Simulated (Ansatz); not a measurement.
# Worked example: ideal-gas entropy of CH3O3Re (SMILES [CH3][Re](=[O])(=[O])=[O])

A singlet with charge 0, relaxed at PBE0-D4/def2-TZVP (core potential) (Ansatz 0.2.0):

```xyz
8

C    -0.8549   -0.0916    0.6498
Re    0.7903    0.0847   -0.6007
O     1.9957   -0.8973    0.0755
O     0.2778   -0.4590   -2.1227
O     1.2038    1.7289   -0.5960
H    -1.1657   -1.1375    0.6844
H    -0.5799    0.2474    1.6504
H    -1.6671    0.5245    0.2592
```

Harmonic wavenumbers in cm⁻¹: 168, 214, 214, 271, 338, 338, 582, 744, 744, 1029, 1029, 1072, 1241, 1420, 1420, 3056, 3159, 3159.

Masses in u: C 12.011, Re 186.207, O 15.999, H 1.008. Take T = 298.15 K, p = 1 bar, R = 8.3145 J/(mol K), kT/hc = 207.22 cm⁻¹, rigid rotor and harmonic oscillator.

Q: Work out S° at 298 K.

A: 
1. Translation (Sackur–Tetrode): S = R[3/2 ln M + 5/2 ln T − 1.1517] with M = 249.239 gives 177.7 J/(mol K).
2. Rotation: principal moments 130.815, 144.912, 144.916 u Å² give A, B, C = 0.1289, 0.1163, 0.1163 cm⁻¹; the symmetry number is σ = 3; q = (√π/σ)√((kT/hc)³/ABC) = 42208; S = R(ln q + 3/2) = 101.0.
3. Vibration: with u = ν̃/207.22, each mode gives R[u/(eᵘ − 1) − ln(1 − e⁻ᵘ)]; the sum is 49.4, most from 168 cm⁻¹ (10.3), 214 cm⁻¹ (8.4), 214 cm⁻¹ (8.4).
4. Electronic: R ln 1 = 0.0, from the spin multiplicity alone.
5. Sum: 177.7 + 101.0 + 49.4 + 0.0 = 328.1 J/(mol K).

No measured value is set beside it here. Where a soft mode is a torsion, a harmonic oscillator describes it poorly.
